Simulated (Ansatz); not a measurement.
**Cost against result**

Saddle point of BNH₃OF, singlet (BNH₃OF ([NH2][B]([OH])[F]) → BNHF ([NH][B][F]) + H₂O (still joined by a long B–O bond); bonds formed: O2–H4; bonds broken: N3–H4; bonds weakened to dative contacts: B1–O2), PBE0-D4/def2-TZVP structure:

B1  (-0.551, 0.163, 0.092)
O2  (0.322, -1.133, 0.276)
N3  (0.238, 0.845, -0.739)
H4  (0.923, -0.493, -0.359)
F5  (-1.689, 0.158, 0.769)
H6  (0.700, -1.261, 1.155)
H7  (0.057, 1.721, -1.195)
(Å)

Barriers are electronic and count from the start structure reached by relaxing down the imaginary mode.

Ansatz 0.2.0; basis: as named in each row; cores frozen in the correlated methods. B3LYP uses VWN-RPA correlation. Extrapolation: Hartree–Fock as exp(−7.88 √X), correlation as X^−2.97.

Times are rough, for one single point on 2 threads of a shared host (Intel Xeon Platinum 8488C).

The estimate by CCSD(T) at an estimated basis limit (MP2 extrapolated from triple and quadruple zeta, plus CCSD(T) − MP2 in triple zeta) is 3.161 eV.

```json
{"method": "SPW92", "basis": "def2-TZVPP", "time (s)": "under 1", "barrier (eV)": "2.771", "method less estimate": "-0.389"}
{"method": "PBE-D4", "basis": "def2-TZVPP", "time (s)": "1", "barrier (eV)": "2.890", "method less estimate": "-0.271"}
{"method": "BLYP-D4", "basis": "def2-TZVPP", "time (s)": "1", "barrier (eV)": "2.974", "method less estimate": "-0.186"}
{"method": "PBE0-D4", "basis": "def2-TZVPP", "time (s)": "1", "barrier (eV)": "3.099", "method less estimate": "-0.061"}
{"method": "B3LYP-D4", "basis": "def2-TZVPP", "time (s)": "1", "barrier (eV)": "3.139", "method less estimate": "-0.021"}
{"method": "BHLYP-D4", "basis": "def2-TZVPP", "time (s)": "1", "barrier (eV)": "3.378", "method less estimate": "0.217"}
{"method": "r2SCAN-D4", "basis": "def2-TZVPP", "time (s)": "2", "barrier (eV)": "3.083", "method less estimate": "-0.078"}
{"method": "CAM-B3LYP-D4", "basis": "def2-TZVPP", "time (s)": "2", "barrier (eV)": "3.193", "method less estimate": "0.033"}
{"method": "r2SCAN0-D4", "basis": "def2-TZVPP", "time (s)": "2", "barrier (eV)": "3.212", "method less estimate": "0.051"}
{"method": "PBE-QIDH", "basis": "def2-TZVPP", "time (s)": "2", "barrier (eV)": "3.202", "method less estimate": "0.042"}
{"method": "RPA on PBE", "basis": "def2-TZVPP", "time (s)": "2", "barrier (eV)": "3.106", "method less estimate": "-0.055"}
{"method": "B2PLYP", "basis": "def2-TZVPP", "time (s)": "3", "barrier (eV)": "3.155", "method less estimate": "-0.006"}
{"method": "B97M-V", "basis": "def2-TZVPP", "time (s)": "3", "barrier (eV)": "3.193", "method less estimate": "0.032"}
{"method": "wB97X-V", "basis": "def2-TZVPP", "time (s)": "4", "barrier (eV)": "3.193", "method less estimate": "0.032"}
{"method": "wB97M-V", "basis": "def2-TZVPP", "time (s)": "4", "barrier (eV)": "3.128", "method less estimate": "-0.033"}
{"method": "MP2", "basis": "def2-QZVPP", "time (s)": "9", "barrier (eV)": "3.118", "method less estimate": "-0.043"}
{"method": "CCSD(T)", "basis": "def2-TZVPP", "time (s)": "22", "barrier (eV)": "3.161", "method less estimate": "0.000"}
```

All methods are single points on the PBE0-D4 structures.

The T1 diagnostic stays at or below 0.013.

Labels in which every atom is bracketed show which atoms are joined, not bond orders.
